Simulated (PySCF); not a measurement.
**Identify the compound**

An unknown has the formula C₆H₁₁FO₂Si. Its calculated NMR data are:

¹H NMR (600 MHz, computed): δ 7.57 (m, 1H), 6.48 (br s, 1H), 4.75 (m, 2H), 4.65 (m, 2H), 2.51 (q, 2H), 1.30 (t, 3H).

¹³C{¹H} NMR (computed): δ 176.8 (C), 159.5 (CH), 153.5 (C), 81.7 (CH2), 28.9 (CH2), 12.3 (CH3).

Theoretical values (PySCF 2.14.0 with density-fitted response routines): geometry from GFN2-xTB, shielding tensors at PBE0/pcSseg-1 (GIAO). One conformer, gas phase, one averaged value for each set of equivalent atoms, non-relativistic.

References, each an isolated molecule treated in the same way: ¹H (σref 31.72) and ¹³C (σref 186.93) vs TMS.

Task: Choose the structure that fits.
A. C[C@@H](F)[C@H]1CC[Si@H]1C(=O)O
B. C/C(=C\F)[C@H]1CCO[SiH2]O1
C. C[C@]1([SiH2]F)C[C@H](OC=O)C1
D. CC/C(=C/[SiH2]CF)C(=O)O
E. C/C(=C/F)[C@H]1CCO[SiH2]O1
F. C=C[C@@]1(C)O[SiH2]OC[C@H]1F

Result: D. 

- Rings plus π bonds: 2 (no ring in the answer).
- 6 carbon signals for 6 carbons: no two carbons are equivalent.
- Carbon types of the structure: 2 × C, 1 × CH, 2 × CH2, 1 × CH3, leaving 3 H on heteroatoms.
- δC 176.8: carboxylic acid carbon; lone-pair donation from the attached heteroatom keeps it upfield of a ketone carbonyl.
- δC 159.5: β carbon of a C=C–C=O unit; conjugation with the carbonyl draws π density from the β position.
- δC 153.5: α carbon of a C=C–C=O unit; as expected for a trigonal carbon in a double bond.
- δC 81.7: sp3 CH2 bonded to F and Si; the inductive effect lowers its shielding.
- δH 7.57: hydrogen on a β carbon of a C=C–C=O unit; a vinylic proton, deshielded by the sp2 carbon and the C=C anisotropy.

The others: C[C@]1([SiH2]F)C[C@H](OC=O)C1 would give 5 carbon signals, not 6; C[C@@H](F)[C@H]1CC[Si@H]1C(=O)O would give 8 signals for carbon-bound and other non-exchanging H, not 5; C/C(=C/F)[C@H]1CCO[SiH2]O1 would give 9 signals for carbon-bound and other non-exchanging H, not 5; C=C[C@@]1(C)O[SiH2]OC[C@H]1F would give 9 signals for carbon-bound and other non-exchanging H, not 5; C/C(=C\F)[C@H]1CCO[SiH2]O1 would give 9 signals for carbon-bound and other non-exchanging H, not 5.

OH and NH positions are those of a molecule without intermolecular hydrogen bonds; in solution they move with solvent, concentration and temperature, and exchange usually removes their couplings. Splittings by ¹⁹F in the carbon and heteronuclear signals aren't shown, as no couplings were computed. Shifts are as computed. Against solution values, carbons near 30 ppm lie about +3 ppm off and those near 130 ppm about +5 ppm. Of 1309 compounds with measured shifts, 239 miss one by over three times the rms of a fit or turn the order of signals round; such compounds aren't used in these exercises. Hydrogen bonding in solution deshields acid and N–H amide carbonyl carbons by as much as 10 ppm beyond these values. No couplings were computed; multiplicities are counted from neighbouring protons, with m where these are inequivalent, close in shift, in a saturated or five-membered ring or joined by F or P, and br s for small geminal =CH2 splittings.
